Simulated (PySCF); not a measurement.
A calculated (M06-2X, PySCF 2.14, jorge-DZP-DKH, scalar relativity by spin-free X2C-1e) atom or ion has these occupied shells.

```csv
shell,electrons,orbital energy (eV),"rms radius, mean of both spins (bohr)"
1s α,1,-4471.0,0.0846
1s β,1,-4470.9,0.0846
2s α,1,-503.55,0.372
2s β,1,-503.25,0.372
2p α,3,-415.05,0.340
2p β,3,-414.81,0.340
3s α,1,-69.802,1.16
3s β,1,-68.721,1.16
3p α,3,-46.077,1.27
3p β,3,-44.957,1.27
3d α,1,-13.500,1.92
4s α,1,-11.719,3.54
```

(1) Name the element and its charge.

Answers

(1) Sc+ (scandium, charge +1), in [Ar] 3d1 4s1, high-spin 3D determinant.
